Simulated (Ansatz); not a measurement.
Task: Name a neutral molecule of C, F, Zr and H with HOMO–LUMO gap (ωB97M-V/def2-TZVPP) between 11.00 and 11.30 eV and ideal-gas entropy at 298 K and 1 bar (rigid rotor, harmonic PBE0-D4/def2-TZVP) between 360 and 376 J/(mol·K) (Ansatz, PBE0-D4/def2-TZVP geometry).

Result: `[CH3][Zr]([F])([F])[F]` (11.09 eV, 362 J/(mol·K)); `C#[C][Zr]([F])([F])[F]` (11.01 eV, 370 J/(mol·K)). Other molecules can fit too; these were computed, each in one conformer that needn't be the lowest.
